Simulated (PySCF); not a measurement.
SMILES C/C=C\[SeH] at its PBE/def2-SVP optimised geometry (Å):

```
10

C      1.9691     0.6175     0.0009
C      1.0712    -0.5820     0.0000
C     -0.2777    -0.5820     0.0000
Se    -1.3570     1.0036     0.0000
H      2.6359     0.6219     0.8904
H      2.6351     0.6238    -0.8893
H      1.4032     1.5714     0.0021
H      1.5633    -1.5714    -0.0006
H     -0.8462    -1.5240    -0.0006
H     -2.6359     0.2526     0.0048
```

Level of theory: PBE/def2-TZVP (PySCF).

Map of the electrostatic potential (hartree/e), clipped to [-0.08, 0.12] on the plane z = 1.0 Å:

```
|                               |
|                               |
|                               |
|                               |
|                               |
|                               |
|                  ....         |
|                 ......        |
|        ....    .............  |
|   .....:-==-:....:::......... |
| ......:-*@@@+-:..:::::::......|
|.......-+@@@@@+:..:-=+*%*-:....|
|......:-*@@@@@*-..:=#@@@@*:....|
|.....::-*@@@@@+:..:+@@@@@@-....|
|....::-=+%@@@#=:.:-+%@@@@#-....|
|....::---=***++-:-++*#@@%=:....|
|....::::::--=#%*-=%%+=---:.....|
|.....:::::::=#@*-+@%+-::.......|
|...........:-+*=:-+*=:.........|
|..........::---:..:-::.........|
|..........::-:..  .:::.........|
|..........::::..  ..::.........|
|..........::::..  .............|
|...............................|
|.............................. |
|.............................  |
| ............................  |
|  ..........................   |
|   .......................     |
|     ...................       |
|       ...........             |
```
Scale: ten equal steps from -0.010 (start of ' ') to 0.120 (end of '@'), in the order ' .:-=+*#%@'; x runs from -5.00 to 5.00, y from -5.00 (bottom) to 5.00 (top).
